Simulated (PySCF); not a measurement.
H4Si2 (SMILES [SiH][SiH3]), singlet, at a GFN2-xTB geometry; R2SCAN/def2-SVPD run with PySCF.

The PySCF input:
```python
from pyscf import gto, scf, dft

mol = gto.Mole()
mol.atom = '''
    Si   -0.288906    0.946481    0.771451
    H     0.382608    2.122327    0.129654
    Si    0.207329   -0.807678   -0.597427
    H     0.996315   -0.861303   -1.840963
    H    -1.091687   -1.388386   -0.989240
    H     0.854851   -1.815878    0.264216
'''
mol.basis = 'def2-svpd'
mol.charge = 0
mol.spin = 0
mol.verbose = 4
mol.build()

mf = dft.RKS(mol)
mf.xc = 'r2scan'
mf.grids.atom_grid = (99, 590)
mf.grids.prune = None
mf.kernel()
```

Problem. What does PySCF print? Leave out banner, timings and long lists.

Solution. 
```
PySCF version 2.14.0

[INPUT] verbose = 4
[INPUT] num. atoms = 6
[INPUT] num. electrons = 32
[INPUT] charge = 0
[INPUT] spin (= nelec alpha-beta = 2S) = 0
[INPUT] symmetry False subgroup None
[INPUT] Mole.unit = angstrom
[INPUT] Symbol           X                Y                Z      unit          X                Y                Z       unit  Magmom
[INPUT]  1 Si    -0.288906000000   0.946481000000   0.771451000000 AA   -0.545953215744   1.788589872104   1.457831108522 Bohr   0.0
[INPUT]  2 H      0.382608000000   2.122327000000   0.129654000000 AA    0.723024333068   4.010616776770   0.245010550954 Bohr   0.0
[INPUT]  3 Si     0.207329000000  -0.807678000000  -0.597427000000 AA    0.391795027680  -1.526290216836  -1.128973409421 Bohr   0.0
[INPUT]  4 H      0.996315000000  -0.861303000000  -1.840963000000 AA    1.882762483796  -1.627626780266  -3.478915875458 Bohr   0.0
[INPUT]  5 H     -1.091687000000  -1.388386000000  -0.989240000000 AA   -2.062989443748  -2.623669295180  -1.869392671465 Bohr   0.0
[INPUT]  6 H      0.854851000000  -1.815878000000   0.264216000000 AA    1.615434267311  -3.431512095623   0.499295877728 Bohr   0.0

nuclear repulsion = 76.0988718932867
number of shells = 36
number of NR pGTOs = 124
number of NR cGTOs = 80
basis = def2-svpd
ecp = {}

******** <class 'pyscf.dft.rks.RKS'> ********
method = RKS
initial guess = minao
damping factor = 0
level_shift factor = 0
DIIS = <class 'pyscf.scf.diis.CDIIS'>
diis_start_cycle = 1
diis_space = 8
diis_damp = 0
SCF conv_tol = 1e-09
SCF conv_tol_grad = None
SCF max_cycles = 50
direct_scf = True
direct_scf_tol = 1e-13
XC library pyscf.dft.libxc version 7.1.2
    S. Lehtola, C. Steigemann, M. J. T. Oliveira, and M. A. L. Marques,  SoftwareX 7, 1–5 (2018)
XC functionals = r2scan
    J. W. Furness, A. D. Kaplan, J. Ning, J. P. Perdew, and J. Sun,  J. Phys. Chem. Lett. 11, 8208–8215 (2020)
    J. W. Furness, A. D. Kaplan, J. Ning, J. P. Perdew, and J. Sun,  J. Phys. Chem. Lett. 11, 9248–9248 (2020)
    J. W. Furness, A. D. Kaplan, J. Ning, J. P. Perdew, and J. Sun,  J. Phys. Chem. Lett. 11, 8208–8215 (2020)
    J. W. Furness, A. D. Kaplan, J. Ning, J. P. Perdew, and J. Sun,  J. Phys. Chem. Lett. 11, 9248–9248 (2020)
radial grids:
    Treutler-Ahlrichs [JCP 102, 346 (1995); DOI:10.1063/1.469408] (M4) radial grids

becke partition: Becke, JCP 88, 2547 (1988); DOI:10.1063/1.454033
pruning grids: None
grids dens level: 3
symmetrized grids: False
atomic radii adjust function: <function treutler_atomic_radii_adjust>
User specified grid scheme (99, 590)
small_rho_cutoff = 0
Set gradient conv threshold to 3.16228e-05
Initial guess from minao.
tot grids = 350464
init E= -580.894883831341
  HOMO = -0.22484872807084  LUMO = -0.158334683019144  gap/eV = 1.80994
cycle= 1 E= -581.046902837368  delta_E= -0.152  |g|= 0.142  |ddm|= 2.45
  HOMO = -0.221878925617111  LUMO = -0.164420080875267  gap/eV = 1.56353
cycle= 2 E= -581.046697408113  delta_E= 0.000205  |g|= 0.128  |ddm|= 0.693
  HOMO = -0.204368776905066  LUMO = -0.146525711181918  gap/eV = 1.57399
cycle= 3 E= -581.055091097007  delta_E= -0.00839  |g|= 0.0266  |ddm|= 0.323
  HOMO = -0.210986178163225  LUMO = -0.152447532840185  gap/eV = 1.59292
cycle= 4 E= -581.055478566199  delta_E= -0.000387  |g|= 0.00404  |ddm|= 0.0755
  HOMO = -0.21114433280582  LUMO = -0.152518328889558  gap/eV = 1.59529
cycle= 5 E= -581.055485867268  delta_E= -7.3e-06  |g|= 0.00161  |ddm|= 0.014
  HOMO = -0.210989716948466  LUMO = -0.152345024615783  gap/eV = 1.59580
cycle= 6 E= -581.05548716772  delta_E= -1.3e-06  |g|= 0.000272  |ddm|= 0.00465
  HOMO = -0.211007817977074  LUMO = -0.152372530538408  gap/eV = 1.59555
cycle= 7 E= -581.055487196695  delta_E= -2.9e-08  |g|= 4.77e-05  |ddm|= 0.000648
  HOMO = -0.211006712673389  LUMO = -0.152370756698588  gap/eV = 1.59557
cycle= 8 E= -581.055487197851  delta_E= -1.16e-09  |g|= 1.28e-05  |ddm|= 0.000148
  HOMO = -0.21100721078216  LUMO = -0.152371071890047  gap/eV = 1.59557
cycle= 9 E= -581.055487197935  delta_E= -8.39e-11  |g|= 4.34e-06  |ddm|= 4.72e-05
  HOMO = -0.211007621019186  LUMO = -0.152371559146725  gap/eV = 1.59557
Extra cycle  E= -581.055487197933  delta_E= 1.82e-12  |g|= 4.4e-06  |ddm|= 2.01e-05
converged SCF energy = -581.055487197933
```
